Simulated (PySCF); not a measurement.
## Radial density of Ta (tantalum, neutral)

UHF, [Xe] 4f14 5d4 6s1, high-spin 6D determinant (an excited configuration). Computed with PySCF 2.14 in aug-cc-pVDZ-PP with ECP60MDF (5s5p4d2f, 54 functions), with a scalar-relativistic core potential. This is the valence pseudo-density: the core potential removes the inner electrons and smooths the orbitals near the nucleus.

```tsv
r (bohr)	4πr²ρ (e/bohr)	4πr²(ρα − ρβ)
0.139	3.150e-05	0.0000
0.234	0.0001957	0.0001
0.394	0.02907	0.0022
0.663	2.527	0.1072
1.12	9.909	1.1717
1.88	4.122	2.0569
3.16	1.126	1.0864
5.31	0.1663	0.1662
8.93	0.003071	0.0031
```

Energies and moments cover only the electrons outside the core potential. Spin-orbit coupling, absent here, splits the open shell strongly.
